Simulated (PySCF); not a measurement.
Two-component Hartree-Fock for Lu⁴³⁺ (lutetium, charge +43)

Start: [Ar] 3d10. Calculated with PySCF 2.14 in an uncontracted even-tempered set (18 s from 3.4 bohr⁻², ratio 2.6; 15 p from 4.4 bohr⁻², ratio 2.6; 10 d from 4.4 bohr⁻², ratio 2.6; 5 f from 4.5 bohr⁻², ratio 2.8): generalised Hartree-Fock with the X2C-1e Hamiltonian and a Gaussian nucleus; spin-orbit coupling (SO) screened by Boettger's factors.

| spinor shell | electrons | ε, screened SO (eV) | weight of nominal j (screened SO) | rms radius, screened SO (bohr) |
| --- | --- | --- | --- | --- |
| 1s1/2 | 2 | -65745.4 | 1.000 | 0.0219 |
| 2s1/2 | 2 | -13025.4 | 1.000 | 0.0883 |
| 2p1/2 | 2 | -12516.7 | 1.000 | 0.0752 |
| 3s1/2 | 2 | -4490.3 | 1.000 | 0.222 |
| 3p1/2 | 2 | -4269.4 | 1.000 | 0.213 |
| 3p3/2 | 4 | -4013.3 | 1.000 | 0.226 |
| 3d3/2 | 4 | -3652.3 | 1.000 | 0.199 |
| 3d5/2 | 6 | -3596.4 | 1.000 | 0.203 |

Task: Where does 2p3/2 lie, and what is the 2p spin-orbit splitting (screened SO)?

Result: At -11388.3 eV, 1128.4 eV above 2p1/2.

| quantity | screened SO |
| --- | --- |
| E (hartree) | -13333.60333 |
| M_J | 0 |
| ⟨J²⟩ | 0.000 |
| ⟨L²⟩ | 0.051 |
| ⟨S²⟩ | 0.051 |

Breit and QED terms are absent; they matter most for the inner s and p1/2 levels.

Densities and radii are taken from the X2C orbitals without a picture-change correction, which distorts them close to the nucleus.
